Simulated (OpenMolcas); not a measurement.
**Co+: effect of the active space**

* Program: OpenMolcas 26.06
* Method: CASSCF or its RAS form
* Basis: ANO-RCC-VTZP
* Scalar Hamiltonian: DKH2, point nucleus
* Spin-orbit coupling: state interaction with AMFI integrals over the reference wave functions, term energies averaged over their components

A. 8 electrons in 6 orbitals (3d 4s); 2S+1 = 5 even, 15 roots; 2S+1 = 3 even, 38 roots; 2S+1 = 1 even, 28 roots; cost about 28 core-seconds
B. 8 electrons in 9 orbitals (RAS2 3d 4s; RAS3 4p, at most 2 electrons); 2S+1 = 3 even, 55 roots; 2S+1 = 5 even, 10 roots kept (CI in the orbitals of an earlier block); 2S+1 = 1 even, 49 roots kept (CI in the orbitals of an earlier block); 2S+1 = 3 odd, 21 roots; 2S+1 = 5 odd, 22 roots kept (CI in the orbitals of an earlier block); 2S+1 = 1 odd, 9 roots kept (CI in the orbitals of an earlier block, 0 in the spin-orbit step); cost about 9 core-minutes
C. 8 electrons in 11 orbitals (3d 4s 4d); 2S+1 = 3 even, 26 roots; 2S+1 = 5 even, 10 roots kept (CI in the orbitals of an earlier block); 2S+1 = 1 even, 14 roots kept (CI in the orbitals of an earlier block); cost about 80 core-minutes

Energies in cm⁻¹ above 3d⁷ 4s ⁵F₅.

```json
{"Level": "3d⁷ 4s ⁵F₅", "A": "0.0", "B": "0.0", "C": "0.0"}
{"Level": "3d⁷ 4s ⁵F₄", "A": "705", "B": "661", "C": "658"}
{"Level": "3d⁷ 4s ⁵F₃", "A": "1265", "B": "1184", "C": "1188"}
{"Level": "3d⁷ 4s ⁵F₂", "A": "1677", "B": "1569", "C": "1585"}
{"Level": "3d⁷ 4s ⁵F₁", "A": "1947", "B": "1823", "C": "1850"}
{"Level": "3d⁷ 4s ⁵P₃", "A": "19293", "B": "18349", "C": "16890"}
{"Level": "3d⁷ 4s ⁵P₂", "A": "19532", "B": "18628", "C": "17293"}
{"Level": "3d⁷ 4s ⁵P₁", "A": "19897", "B": "18947", "C": "17532"}
```

C puts 3d⁸ ³F₄ lowest.

The spin-orbit steps hold different terms of 3d⁷ 4s (A lacks ¹F, a ³F; C lacks among others ¹D, ¹F, ¹G, ¹H, ¹P), which shifts levels as well.

Among A to C the level of the table that moves most is 3d⁷ 4s ⁵P₃, by 2400 cm-1 (lowest in C, highest in A).

Without dynamic correlation excited terms often stand tens of per cent too high (terms of higher spin than the ground term too low), and those without a measured partner can miss by more than the paired ones. The lowest computed level is not the ground level that NIST lists (3F4) (holds for A; B). No level of 3d⁸ was computed, though it lies in the active space (holds for A). Some high roots are left out of the spin-orbit mixing, which shifts the levels that they would mix with (holds for B). Terms from blocks run as CI alone lack orbitals of their own (holds for B; C). Active for correlation alone: 4d; no level in the range computed is led by a configuration that fills it, so any true level of that kind is missing (holds for C). Levels of configurations outside the active space are missing. The table leaves out levels that lie high or whose names do not pair safely across all columns.
